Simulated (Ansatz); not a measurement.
One change: `C[O][Al]([OH])[SiH3]` becomes `[CH3][Al]([OH])[SiH3]`.

Ansatz, PBE0-D4/def2-TZVP geometries, multiplicity 1. Each molecule was computed in one conformer, which needn't be the lowest.

```tsv
property	`C[O][Al]([OH])[SiH3]`
LUMO energy (PBE0/def2-TZVPP) / eV	-0.82
size of the dipole moment (PBE/def2-TZVPP) / D	1.36
size of the dipole moment (B3LYP/def2-TZVPP) / D	1.44
HOMO energy (B3LYP/def2-TZVPP) / eV	-7.52
HOMO energy (PBE0/def2-TZVPP) / eV	-7.74
HOMO–LUMO gap (ωB97M-V/def2-TZVPP) / eV	10.69
```

Task: What does the change do to each property? (An estimate is asked.)

Result: Ansatz gave: 
```
                                        property  `[CH3][Al]([OH])[SiH3]`  shift
              LUMO energy (PBE0/def2-TZVPP) / eV                    -1.06  -0.24
  size of the dipole moment (PBE/def2-TZVPP) / D                     0.12  -1.24
size of the dipole moment (B3LYP/def2-TZVPP) / D                     0.14  -1.30
             HOMO energy (B3LYP/def2-TZVPP) / eV                    -7.11   0.41
              HOMO energy (PBE0/def2-TZVPP) / eV                    -7.30   0.44
         HOMO–LUMO gap (ωB97M-V/def2-TZVPP) / eV                     9.92  -0.77
```

With PBE0 the HOMO rises by 0.44 eV and the LUMO falls by 0.24 eV, so the gap narrows by about 0.68 eV. PBE moves the HOMO by 0.27 eV and ωB97M-V by 0.52 eV. The zero-point energy changes by -18.0 kJ/mol with -3 modes. Dipoles are sizes alone; their direction can turn.

B3LYP here is the variant with VWN-RPA as its local correlation; programs differ in this.
